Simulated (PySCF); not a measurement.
**Two-dimensional NMR puzzle**

Compound of formula C$_{11}$H$_{8}$. Correlations simulated from computed shifts and the bond graph:

HSQC (one-bond C–H):
```tsv
δH	δC
7.77	141.6
7.73	124.3
7.56	119.0
5.88	122.1
5.63	150.4
5.53	122.1
4.34	42.4
2.75	86.0
```

COSY cross peaks (H two or three bonds apart, from the bond graph; peaks can be absent where the dihedral angle is near 90°):
```tsv
δH	δH
7.77	7.56
5.88	5.63
5.88	5.53
5.63	5.53
5.63	4.34
```

HMBC (two and three bonds, from the bond graph):
```tsv
δH	δC
7.77	139.6, 127.6, 124.3, 119.0, 89.9
7.73	141.6, 139.6, 138.8, 127.6, 89.9, 42.4
7.56	141.6, 139.6, 138.8, 127.6, 42.4
5.88	150.4, 42.4
5.63	139.6, 138.8, 122.1, 42.4
5.53	150.4, 42.4
4.34	150.4, 139.6, 138.8, 124.3, 122.1, 119.0
2.75	127.6, 89.9
```

Carbons without hydrogens: δ 139.6, 138.8, 127.6, 89.9.

Isolated molecule, non-relativistic Hamiltonian, one conformer. Structure optimised with GFN2-xTB; GIAO PBE0/pcSseg-1 shieldings; PySCF.

References, each an isolated molecule treated in the same way: ¹H and ¹³C vs TMS.

Exchangeable hydrogens are left out of these lists.

**Question.** Assemble the structure.

**Answer.** SMILES c1cc(C#C)cc2c1[C@H]2C=C.

Mapped SMILES: `[CH:1]#[C:2][c:3]1[cH:4][cH:5][c:6]2[c:7]([cH:8]1)[C@@H:9]2[CH:10]=[CH2:11]`. Each H is labelled by its parent atom. Ha(C11) is cis to C9; Hb(C11) is trans to C9.

- δC 150.4 is C10, an alkene CH (δH 5.63).
- δC 141.6 is C4, an aromatic CH (δH 7.77).
- δC 139.6 is C6, a substituted aromatic carbon.
- δC 138.8 is C7, a substituted aromatic carbon.
- δC 127.6 is C3, a substituted aromatic carbon.
- δC 124.3 is C8, an aromatic CH (δH 7.73).
- δC 122.1 is C11, a terminal =CH2 carbon (δH 5.88, 5.53).
- δC 119.0 is C5, an aromatic CH (δH 7.56).
- δC 89.9 is C2, an alkyne carbon.
- δC 86.0 is C1, a terminal alkyne carbon (δH 2.75).
- δC 42.4 is C9, a three-membered-ring carbon (δH 4.34).
- HMBC from δH 7.77 reaches the proton-free carbons C6, C3, C2.
- HMBC from δH 7.73 reaches the proton-free carbons C6, C7, C3, C2.
- HMBC from δH 7.56 reaches the proton-free carbons C6, C7, C3.
- HMBC from δH 5.63 reaches the proton-free carbons C6, C7.
- COSY links 7.77–7.56, 5.88–5.63, 5.88–5.53, 5.63–5.53, 5.63–4.34.

This is the structure that produced the data.

Shifts are as computed. Against solution values, carbons near 30 ppm lie about +3 ppm off and those near 130 ppm about +5 ppm. Of 1211 compounds with measured shifts, 218 miss one by over three times the rms of a fit or turn the order of signals round; such compounds aren't used in these exercises.
